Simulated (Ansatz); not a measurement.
CCl$_{2}$FNSn, SMILES `N#[C][Sn]([F])([Cl])[Cl]`. Total charge 0; spin multiplicity 1. Sn: def2 effective core potential. The geometry is a stationary point of PBE0-D4/def2-TZVP.

```xyz
6

N    -1.443    2.006   -1.114
C    -0.834    1.141   -0.661
Sn    0.272   -0.403    0.194
F     0.130   -1.881   -0.974
Cl   -0.596   -1.016    2.204
Cl    2.471    0.153    0.350
```

**Question.** What is the dipole moment at ωB97M-V/def2-TZVPP? (An estimate is asked.)

**Answer.** Computed: 2.07 D, with components (1.19, -0.58, 1.59) D in this frame, pointing from negative to positive charge.

**Question.** And with PBE, r2SCAN, B3LYP? (Best estimate.)

**Answer.** Ansatz gave: PBE 1.95 D, r2SCAN 1.96 D, B3LYP 2.06 D.

**Question.** Give the Mulliken charges with ωB97M-V, PBE, r2SCAN in def2-TZVPP. (Estimate.)

**Answer.** Computed: 
| atom | ωB97M-V | PBE | r2SCAN |
| --- | --- | --- | --- |
| N1 | 0.01 | 0.07 | -0.04 |
| C2 | -0.34 | -0.39 | -0.31 |
| Sn3 | 1.25 | 1.22 | 1.34 |
| F4 | -0.43 | -0.39 | -0.43 |
| Cl5 | -0.25 | -0.26 | -0.28 |
| Cl6 | -0.25 | -0.26 | -0.28 |

B3LYP here is the variant with VWN-RPA as its local correlation; programs differ in this.
